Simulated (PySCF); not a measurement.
H2SSe2, SMILES [Se]([SeH])S. The structure is a stationary point at PBE-D3(BJ)/def2-SVP. Other conformers were not sampled.

**Question.** Give the equilibrium geometry at PBE-D3(BJ)/def2-SVP (PySCF confirms it by a frequency run) as a Z-matrix. (Estimate from the structure and the level; the computed values follow.)

**Answer.** One answer among several that fit: 
```
Se
S 1 2.2341
H 2 1.3674 1 97.44
Se 1 2.3583 2 106.91 3 86.80
H 4 1.4920 1 96.55 2 86.55
```
Charge 0, spin multiplicity 1.
